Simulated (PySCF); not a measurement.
SnH2ClBr, SMILES [Cl][SnH2][Br].

Geometry optimised at PBE0-D3(BJ)/def2-SVP. The def2 effective core potentials stand for the cores of Sn; spin–orbit coupling is left out.

Method: CAM-B3LYP/def2-TZVPD in PySCF.

Symmetry labels are those of the subgroup Cs that the program uses (full group Cs).

Computed valence orbital energies around the gap with their symmetry:
```json
[
 {"orbital": "HOMO−7", "symmetry": "A'", "energy (eV)": "-16.66"},
 {"orbital": "HOMO−6", "symmetry": "A\"", "energy (eV)": "-12.26"},
 {"orbital": "HOMO−5", "symmetry": "A'", "energy (eV)": "-11.97"},
 {"orbital": "HOMO−4", "symmetry": "A'", "energy (eV)": "-11.68"},
 {"orbital": "HOMO−3", "symmetry": "A\"", "energy (eV)": "-10.50"},
 {"orbital": "HOMO−2", "symmetry": "A'", "energy (eV)": "-10.48"},
 {"orbital": "HOMO−1", "symmetry": "A'", "energy (eV)": "-9.96"},
 {"orbital": "HOMO", "symmetry": "A\"", "energy (eV)": "-9.89"},
 {"orbital": "LUMO", "symmetry": "A'", "energy (eV)": "-0.90"},
 {"orbital": "LUMO+1", "symmetry": "A'", "energy (eV)": "-0.13"},
 {"orbital": "LUMO+2", "symmetry": "A'", "energy (eV)": "0.27"},
 {"orbital": "LUMO+3", "symmetry": "A'", "energy (eV)": "0.80"}
]
```
